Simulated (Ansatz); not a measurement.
Process, species as SMILES: C1CCCCCC1 → [CH]1CCCCCC1 + H atom (the C-H bond at the site shown breaks; other sites are not compared here)
Geometries: B3LYP-D3(BJ)/def2-TZVP minima from Ansatz (a quantum-chemistry and plane-wave program), one conformer each, not searched for the lowest. Frequencies are from Ansatz.

Wanted: bond dissociation energy (0 K, with B3LYP-D3(BJ) harmonic zero-point energies), in kcal/mol. Correlated levels leave the core frozen unless marked. UHF or UKS for open shells. No spin-orbit coupling. Non-relativistic. CBS marks a two-point X^-3 extrapolation of the correlation energy; Hartree-Fock from the larger set. The bracket is a focal-point correction in the basis named.

| level | program | bond dissociation energy (kcal/mol) |
|---|---|---|
| B3LYP/def2-TZVPD | Ansatz | 92.6 |
| PBE0/STO-3G | Ansatz | 122.1 |
| LC-wPBE/def2-TZVPD | Ansatz | 91.5 |
| B2PLYP-D3(BJ)/def2-TZVPD | Ansatz + dftd3 | 93.7 |
| RI-MP2/CBS(cc-pVTZ,cc-pVQZ) | Ansatz | 97.3 |
| SCS-MP2/6-31G | Ansatz | 86.3 |
| RI-MP2/CBS(cc-pVTZ,cc-pVQZ)+[CCSD(T)-MP2]/cc-pVTZ | Ansatz | 97.2 |
